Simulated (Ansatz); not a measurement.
Gas-phase electronic energies from Ansatz, PBE0-D4/def2-TZVP geometries. CCSD(T)/CBS adds triple-zeta CCSD(T) − MP2 to the extrapolated MP2 energy (def2 sets, frozen cores). DFT in def2-TZVPP. Elements past krypton have def2 core potentials. For Te outer-core shells are correlated without core-valence functions, which leaves a few kJ/mol of doubt a bond. One conformer a species, not always the lowest.

Reaction (ligand exchange at the Si–S bond): `C[SiH2]S[SiH3]` + `[SiH3][TeH]` → `C[SiH2][Te][SiH3]` + `[SiH3]S`

CCSD(T)/CBS gives -0.6 kcal/mol.

Q: Another level gave +1.1 kcal/mol. Which?
A. LDA (SPW92)/def2-TZVPP
B. B97M-V/def2-TZVPP
C. MP2/def2-TZVPP
D. CAM-B3LYP/def2-TZVPP

A: D. CAM-B3LYP 1.1, LDA (SPW92) 0.1, MP2/def2-TZVPP -0.9, B97M-V 2.2 kcal/mol.

Largest T1 diagnostic among the species: 0.011.

Leaving LDA and LC-ωPBE aside and taking each functional with its dispersion term where it has one, the values, not all of them listed here, spread over 2.7 kcal/mol, from HSE06-D4 to B97M-V. In def2-TZVPP, CCSD(T) changes the Hartree–Fock value by −0.9 kcal/mol (the triples alone add −0.2 kcal/mol) and MP2 by −1.9 kcal/mol.
